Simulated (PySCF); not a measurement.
C₃H₄BFO₂, SMILES B1(OCOC=C1)F.

Geometry: PBE0-D3(BJ)/def2-SVP. This is a generated structure with no PubChem entry under its InChIKey; it may be hypothetical. Other conformers were not sampled.

Two levels are set side by side: TDA-PBE/def2-SVPD (PySCF) and TDA-PBE0/def2-SVPD (PySCF). Vertical, same geometry. The lowest singlet is HOMO→LUMO 78 %, HOMO−2→LUMO 15 % with PBE and HOMO→LUMO 87 % with the other functional; states are paired by order. Differences are taken from unrounded values.

```csv
quantity,TDA-PBE
lowest singlet excitation (eV),5.38
lowest triplet excitation (TDA) (eV),3.80
first bright state (f over 0.05) (eV),5.38
its oscillator strength,0.08
```

Task: These are the TDA-PBE values. What does TDA-PBE0 give? (Estimate from the structure and the level; the computed values follow.)

Result: 
```csv
quantity,TDA-PBE0,TDA-PBE minus TDA-PBE0
lowest singlet excitation (eV),5.89,-0.51
lowest triplet excitation (TDA) (eV),3.82,-0.02
first bright state (f over 0.05) (eV),5.89,-0.51
its oscillator strength,0.14,-0.06
```

A lower first singlet is the usual sign of a functional without exact exchange. Differences between two approximate levels are no errors against the true value.

Rough cost on one machine, each run with all the roots and properties that it gave: TDA-PBE0 against TDA-PBE about 3 times.
